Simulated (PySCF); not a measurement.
Isomers of C9H13N side by side.

PySCF, PBE0/def2-SVPD, density fitting, gas phase; each molecule at its own PBE0-D3(BJ)/def2-SVP geometry, one conformer. Singlet excitations by full TDDFT with frozen cores, triplets by Tamm–Dancoff TDDFT and ionisation energies by ΔSCF, from the lowest of the holes tried. 

Torsions of the conformers computed, which needn't be the lowest (atom-mapped SMILES):
- `[CH3:1][C:2]([CH3:3])([CH3:4])[c:5]1[cH:6][cH:7][cH:8][cH:9][n:10]1`: C1–C2–C5–C6 60°
- `[CH3:1][CH2:2][c:3]1[cH:4][cH:5][cH:6][c:7]([CH3:8])[c:9]1[NH2:10]`: C1–C2–C3–C4 103°, H–N10–C9–C7 160°, H–N10–C9–C7 25°
- `[CH3:1][CH2:2][N:3]([CH3:4])[c:5]1[cH:6][cH:7][cH:8][cH:9][cH:10]1`: C1–C2–N3–C4 86°, C2–N3–C5–C6 172°
- `[CH3:1][C:2]([CH3:3])([CH3:4])[c:5]1[cH:6][cH:7][n:8][cH:9][cH:10]1`: C1–C2–C5–C6 0°
- `[CH3:1][N:2]([CH3:3])[CH2:4][c:5]1[cH:6][cH:7][cH:8][cH:9][cH:10]1`: C1–N2–C4–C5 -67°, N2–C4–C5–C6 141°
- `[CH3:1][C:2]([CH3:3])([CH3:4])[c:5]1[cH:6][cH:7][cH:8][n:9][cH:10]1`: C1–C2–C5–C6 -1°

Reference: `CC(C)(C)c1ccccn1`, with HOMO energy -7.20 eV, LUMO energy -0.70 eV, lowest singlet excitation 4.84 eV, lowest triplet excitation 4.14 eV, mean polarisability 111.7 au, dipole moment 1.80 D and vertical ionisation energy 8.99 eV.

Changes against it:

```
        molecule  Δ electronic energy (kcal/mol)  Δ HOMO energy (eV)  Δ LUMO energy (eV)  Δ lowest singlet excitation (eV)  Δ lowest triplet excitation (eV)  Δ mean polarisability (au)  Δ dipole moment (D)  Δ vertical ionisation energy (eV)
CC(C)(C)c1ccncc1                            +1.4               -0.08                0.00                             +0.07                             +0.06                        -1.0                +1.13                              +0.17
  CN(C)Cc1ccccc1                           +11.7               +0.97               +0.45                             +0.12                             -0.13                        +3.7                -1.17                              -0.97
CC(C)(C)c1cccnc1                            +2.3               -0.02                0.00                             -0.01                             -0.02                        -0.7                +0.73                              +0.06
```

Rows whose labels were lost:

| row | Δ electronic energy (kcal/mol) | Δ HOMO energy (eV) | Δ LUMO energy (eV) | Δ lowest singlet excitation (eV) | Δ lowest triplet excitation (eV) | Δ mean polarisability (au) | Δ dipole moment (D) | Δ vertical ionisation energy (eV) |
| --- | --- | --- | --- | --- | --- | --- | --- | --- |
| P | +7.0 | +1.71 | +0.71 | -0.32 | -0.43 | +6.3 | +0.31 | -1.91 |
| Q | -9.6 | +1.42 | +0.80 | +0.02 | -0.33 | +5.0 | -0.09 | -1.52 |

Problem. Which row belongs to which of `CCc1cccc(C)c1N` and `CCN(C)c1ccccc1`?

Solution. P = `CCN(C)c1ccccc1` and Q = `CCc1cccc(C)c1N`. P and Q are told apart most clearly by the electronic energy (+7.0 against -9.6 kcal/mol).
